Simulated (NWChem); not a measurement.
System: C$_{2}$H$_{5}$FSi$_{2}$; SMILES F[SiH2][SiH2]C#C

```xyz
10

C     -1.1234    -2.7636    -0.2022
C     -0.2714    -1.9174    -0.0036
Si     0.9713    -0.5995     0.2745
Si     0.0967     1.4724    -0.4020
F     -1.1472     1.8712     0.5750
H     -1.8738    -3.5153    -0.3744
H      2.1940    -0.8862    -0.5377
H      1.3480    -0.5590     1.7188
H      1.1322     2.5427    -0.2902
H     -0.4093     1.4132    -1.8041
```
Atoms are numbered in this order, from 1.

STO-3G and 3-21G are far too small for this property and stand as cheap habits. Coordinates come from a PBE0/def2-SVP optimisation.

Problem. Give the principal values of the shielding tensors (ppm) of C1, C2, Si3, Si4, F5 from Hartree-Fock/STO-3G, GIAO (NWChem), with their diamagnetic and paramagnetic parts as GIAO splits them.

Solution. 
```tsv
atom	σ11	σ22	σ33	isotropic	diamagnetic	paramagnetic
C1	98.6	98.8	255.2	150.9	265.2	-114.3
C2	107.7	112.9	300.2	173.6	265.1	-91.5
Si3	623.0	640.0	665.3	642.8	869.3	-226.5
Si4	540.1	581.8	665.5	595.8	867.8	-272.0
F5	427.0	689.7	706.1	607.6	456.6	151.0
```
